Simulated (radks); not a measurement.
Problem. Radial electron density D(r) = 4 pi r^2 rho(r) of an atom or ion with 28 electrons. All-electron calculation, scalar-relativistic Kohn-Sham, r2SCAN, spin-polarised, spherical densities, finite nucleus; meta-GGA in the generalised Kohn-Sham scheme; Fermi nuclear charge, rms radius of each element as measured or else 0.836 A^(1/3) + 0.57 fm. Program: a radial shooting solver on a logarithmic mesh with Libxc functionals.

```
   r/bohr * D(r) (the largest magnitude, 81.1, reaches the edge; | marks zero)
 0.001005 |*
 0.001257 | *
  0.00156 | *
 0.001952 |  *
 0.002442 |    *
 0.003055 |      *
 0.003791 |         *
 0.004743 |            *
 0.005934 |                 *
 0.007423 |                      *
 0.009213 |                            *
  0.01153 |                                  *
  0.01442 |                                       *
  0.01804 |                                          *
  0.02239 |                                          *
  0.02801 |                                        *
  0.03505 |                                     *
  0.04384 |                                     *
  0.05441 |                                         *
  0.06808 |                                                *
  0.08517 |                                                      *
   0.1066 |                                                    *
   0.1322 |                                           *
   0.1654 |                                    *
    0.207 |                                      *
    0.259 |                                          *
   0.3214 |                                       *
   0.4021 |                         *
    0.503 |          *
   0.6293 |  *
    0.781 *
   0.9771 *
```

What is the nuclear charge?

Solution. Z = 50. The innermost maximum, from 1s, lies near gamma/Z bohr with gamma = sqrt(1 - (Z/c)^2) = 0.931, here 0.0186 bohr (found: 0.0203), and its height grows with Z. The density is that of the tin ion Sn22+ in [Ar] 3d10; the configuration itself is not fixed sharply by these data, and Z only to a few units. D(r) has 3 maxima, at r = 0.0203, 0.0901, 0.270 bohr, and minima at 0.0402, 0.178 bohr, inside which lie 2.00, 11.28 electrons.
